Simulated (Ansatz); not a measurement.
Born–Oppenheimer molecular dynamics of BF₂HSSi (6 atoms, charge 0, multiplicity 1). It starts from a relaxed structure.

Computed with Ansatz 0.2.0, RKS PBE-D4/6-31G*.

| Item | Value |
| --- | --- |
| ensemble | NVT, Langevin thermostat |
| time step | 0.25 fs |
| steps asked | 150 |
| set temperature | 700 K |
| friction | 0.005 /fs |
| temperature schedule | 37 steps to 700 K, then 113 steps to 175 K |
| seed | 280436 |

Frames 1.25 fs apart, positions in Å, forces in eV/Å.

Velocities at 17.5 fs (Å/ps):

```
F -3.49 -1.78 -1.86
B 6.19 5.36 1.53
S -3.99 2.85 2.14
Si 3.44 -3.66 -0.74
F -2.07 -4.37 1.33
H -1.86 43.33 -4.05
```

```xyz
6
Properties=species:S:1:pos:R:3:forces:R:3 time_fs=17.5 energy_less_start_eV=0.223 T=343
F 0.177 -2.414 0.117 0.51 -2.00 0.06
B -0.114 -1.170 -0.009 0.40 1.48 0.30
S -1.621 -0.309 -0.318 -0.63 0.95 -0.02
Si 0.329 0.714 0.130 0.75 -0.07 -1.68
F 0.989 1.479 -1.231 -0.75 -0.50 1.61
H 0.518 1.565 1.357 -0.27 0.15 -0.28
6
Properties=species:S:1:pos:R:3:forces:R:3 time_fs=18.75 energy_less_start_eV=0.183 T=423
F 0.173 -2.417 0.114 0.46 -1.59 0.03
B -0.105 -1.162 -0.007 0.14 0.94 0.30
S -1.627 -0.305 -0.315 -0.32 0.85 0.03
Si 0.334 0.709 0.129 0.68 0.48 -1.27
F 0.986 1.473 -1.228 -0.67 -0.48 1.47
H 0.513 1.619 1.348 -0.30 -0.19 -0.56
6
Properties=species:S:1:pos:R:3:forces:R:3 time_fs=20 energy_less_start_eV=0.158 T=438
F 0.169 -2.421 0.113 0.40 -1.07 -0.01
B -0.096 -1.152 -0.005 -0.10 0.25 0.29
S -1.633 -0.302 -0.311 0.00 0.75 0.08
Si 0.339 0.704 0.127 0.56 0.94 -0.97
F 0.982 1.466 -1.225 -0.57 -0.44 1.29
H 0.502 1.665 1.332 -0.29 -0.44 -0.69
6
Properties=species:S:1:pos:R:3:forces:R:3 time_fs=21.25 energy_less_start_eV=0.145 T=477
F 0.165 -2.426 0.111 0.34 -0.46 -0.05
B -0.086 -1.142 -0.003 -0.36 -0.54 0.29
S -1.641 -0.298 -0.306 0.34 0.66 0.14
Si 0.344 0.701 0.124 0.39 1.30 -0.74
F 0.979 1.459 -1.221 -0.45 -0.37 1.07
H 0.485 1.699 1.311 -0.25 -0.59 -0.71
6
Properties=species:S:1:pos:R:3:forces:R:3 time_fs=22.5 energy_less_start_eV=0.143 T=473
F 0.162 -2.432 0.109 0.29 0.10 -0.07
B -0.078 -1.133 0.000 -0.63 -1.25 0.27
S -1.649 -0.294 -0.302 0.67 0.56 0.19
Si 0.350 0.698 0.120 0.18 1.53 -0.55
F 0.976 1.453 -1.216 -0.31 -0.28 0.82
H 0.463 1.725 1.284 -0.20 -0.66 -0.65
6
Properties=species:S:1:pos:R:3:forces:R:3 time_fs=23.75 energy_less_start_eV=0.145 T=477
F 0.159 -2.440 0.107 0.25 0.60 -0.09
B -0.071 -1.125 0.004 -0.87 -1.86 0.24
S -1.656 -0.289 -0.298 0.98 0.47 0.23
Si 0.356 0.695 0.116 -0.07 1.56 -0.44
F 0.973 1.446 -1.210 -0.14 -0.16 0.50
H 0.440 1.740 1.247 -0.14 -0.60 -0.44
6
Properties=species:S:1:pos:R:3:forces:R:3 time_fs=25 energy_less_start_eV=0.157 T=433
F 0.155 -2.446 0.105 0.22 0.94 -0.10
B -0.066 -1.121 0.009 -1.09 -2.26 0.20
S -1.663 -0.284 -0.295 1.25 0.37 0.27
Si 0.362 0.694 0.111 -0.35 1.40 -0.35
F 0.971 1.440 -1.203 0.05 0.00 0.12
H 0.416 1.750 1.204 -0.09 -0.45 -0.15
6
Properties=species:S:1:pos:R:3:forces:R:3 time_fs=26.25 energy_less_start_eV=0.181 T=412
F 0.152 -2.451 0.104 0.21 1.18 -0.09
B -0.063 -1.118 0.013 -1.27 -2.48 0.18
S -1.669 -0.278 -0.291 1.47 0.28 0.30
Si 0.367 0.693 0.107 -0.63 1.04 -0.30
F 0.968 1.433 -1.197 0.26 0.17 -0.30
H 0.392 1.753 1.159 -0.04 -0.19 0.22
6
Properties=species:S:1:pos:R:3:forces:R:3 time_fs=27.5 energy_less_start_eV=0.218 T=371
F 0.149 -2.456 0.102 0.21 1.29 -0.08
B -0.061 -1.119 0.017 -1.42 -2.50 0.15
S -1.674 -0.272 -0.287 1.65 0.18 0.32
Si 0.373 0.693 0.101 -0.91 0.57 -0.18
F 0.966 1.427 -1.190 0.49 0.38 -0.78
H 0.368 1.756 1.117 -0.02 0.08 0.57
6
Properties=species:S:1:pos:R:3:forces:R:3 time_fs=28.75 energy_less_start_eV=0.252 T=324
F 0.146 -2.459 0.100 0.22 1.22 -0.06
B -0.061 -1.124 0.021 -1.53 -2.26 0.11
S -1.679 -0.266 -0.283 1.79 0.08 0.34
Si 0.377 0.692 0.095 -1.18 0.08 -0.01
F 0.965 1.421 -1.185 0.71 0.58 -1.23
H 0.345 1.759 1.081 0.00 0.30 0.86
6
Properties=species:S:1:pos:R:3:forces:R:3 time_fs=30 energy_less_start_eV=0.274 T=278
F 0.144 -2.460 0.098 0.25 1.01 -0.03
B -0.064 -1.132 0.026 -1.62 -1.82 0.06
S -1.683 -0.260 -0.279 1.89 -0.02 0.34
Si 0.381 0.691 0.089 -1.43 -0.30 0.32
F 0.963 1.416 -1.181 0.91 0.77 -1.64
H 0.321 1.766 1.058 0.01 0.36 0.95
6
Properties=species:S:1:pos:R:3:forces:R:3 time_fs=31.25 energy_less_start_eV=0.276 T=286
F 0.141 -2.461 0.095 0.28 0.65 0.00
B -0.068 -1.143 0.030 -1.67 -1.19 0.01
S -1.686 -0.254 -0.275 1.95 -0.12 0.34
Si 0.384 0.690 0.083 -1.68 -0.45 0.87
F 0.962 1.412 -1.178 1.08 0.95 -2.00
H 0.298 1.781 1.052 0.04 0.16 0.78
```

Of the whole run (38 fs, mean temperature of the second half 369 K): The schedule's set-point averaged 349 K over the second half and the system 369 K. A run of 0.037 ps of so small a system gives no equilibrium averages.

Run time: 4.1 min on 1 thread of Arm Neoverse V1, with other jobs on the host, peak memory 0.1 GiB.
